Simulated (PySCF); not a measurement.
C₄H₈OSi.
Numbering: `[CH2:1]=[C:2]1[CH2:3][C@@H:4]1[O:5][SiH3:6]` (hydrogens: H7, H8 on C1; H9, H10 on C3; H11 on C4; H12, H13, H14 on Si6)

Method: PBE0-D3(BJ)/def2-SVP geometry optimisation, gas phase (PySCF 2.14.0); density fitting, grid level 1; the optimiser is geomeTRIC in internal coordinates, started from a GFN2-xTB structure with every atom displaced at random (about 0.01 Å).

Step 0: E = -14183.7531 eV
```
atom  x, y, z in Å  |  force x, y, z in eV/Å
C1      2.2142    0.6851    0.0462   -0.537   1.375   0.209
C2      1.1231    0.0583    0.4280    0.531  -0.466  -0.226
C3      0.4077   -1.2200    0.5755    1.071  -0.074   1.430
C4     -0.2127    0.0944    0.9373   -2.364   0.588   0.085
O5     -1.2550    0.5929    0.1279    2.461   0.455   0.612
Si6    -2.7627    0.0679   -0.1246   -0.528  -0.205   0.086
H7      2.2547    1.7853    0.0828   -0.018  -0.210   0.042
H8      3.0826    0.2015   -0.3343    0.815  -0.713  -0.366
H9      0.7053   -1.8845    1.4051   -0.113   0.071  -0.214
H10     0.0954   -1.7217   -0.3055   -0.479  -0.553  -1.115
H11    -0.4169    0.2986    2.0041    0.308  -0.050  -0.117
H12    -3.5356    0.0486    1.1249   -0.408   0.044   0.414
H13    -2.7938   -1.2871   -0.6760   -0.065  -0.599  -0.324
H14    -3.2094    1.0719   -1.0707   -0.676   0.337  -0.517
```

Step 1: E = -14183.9784 eV
```
atom  x, y, z in Å  |  force x, y, z in eV/Å
C1      2.2118    0.7053    0.0629    0.245  -0.207  -0.001
C2      1.1481    0.0272    0.4578   -0.263   0.019   0.100
C3      0.4183   -1.2391    0.5769   -0.138  -0.169  -0.457
C4     -0.2454    0.0916    0.9147    0.474   0.156   0.063
O5     -1.1656    0.6849    0.0720   -0.424  -0.084  -0.139
Si6    -2.7292    0.1065   -0.1236    0.049  -0.046   0.011
H7      2.2378    1.7937    0.1325   -0.031   0.104  -0.042
H8      3.1065    0.2018   -0.3302   -0.148   0.056   0.072
H9      0.6361   -1.9216    1.4009    0.035  -0.077   0.144
H10     0.1074   -1.7511   -0.3494    0.095   0.145   0.137
H11    -0.4154    0.2719    1.9855   -0.073   0.043   0.039
H12    -3.4767    0.1305    1.1739    0.047  -0.018  -0.001
H13    -2.7134   -1.2969   -0.6487    0.014   0.040   0.051
H14    -3.4232    0.9866   -1.1044    0.117   0.039   0.024
```

Problem. Estimate the geometry and energy of step 2. (The exact step hangs on the optimiser's Hessian estimate; all steps are aligned on step 1, rigid shifts and turns removed.)

Solution. E = -14183.9910 eV, largest force 0.390 eV/Å
```
atom  x, y, z in Å  |  force x, y, z in eV/Å
C1      2.2470    0.6924    0.0970    0.084  -0.012   0.009
C2      1.1557    0.0384    0.4568   -0.245   0.218  -0.211
C3      0.4054   -1.2163    0.5386   -0.007  -0.185   0.113
C4     -0.2451    0.1256    0.8742    0.049  -0.104   0.169
O5     -1.1936    0.6899    0.0378    0.026   0.021  -0.126
Si6    -2.7465    0.0818   -0.1046    0.053   0.025   0.002
H7      2.2867    1.7848    0.1437   -0.008  -0.013  -0.002
H8      3.1384    0.1677   -0.2612   -0.011  -0.005   0.025
H9      0.5974   -1.9111    1.3654   -0.018  -0.007  -0.007
H10     0.1141   -1.7092   -0.3978    0.038   0.079  -0.012
H11    -0.4362    0.3037    1.9437    0.011  -0.009   0.011
H12    -3.4560    0.1234    1.2120    0.010  -0.018   0.008
H13    -2.7218   -1.3297   -0.5981   -0.002  -0.004   0.020
H14    -3.4486    0.9497   -1.0866    0.020   0.015   0.001
```

The energy changes by -0.0126 eV. The first-order estimate −F·Δx gives -0.0321 eV and the mean of the old and new forces, exact on a quadratic surface, -0.0129 eV. The step makes an angle of 81° with the force vector and moves no atom by more than 0.083 Å.

What follows is the cost of the whole optimisation. Time: 2.0 min of wall time; peak memory 0.49 GiB. Hardware: Arm Neoverse N1, one thread, shared host with 64 logical CPUs at a one-minute load of 60.
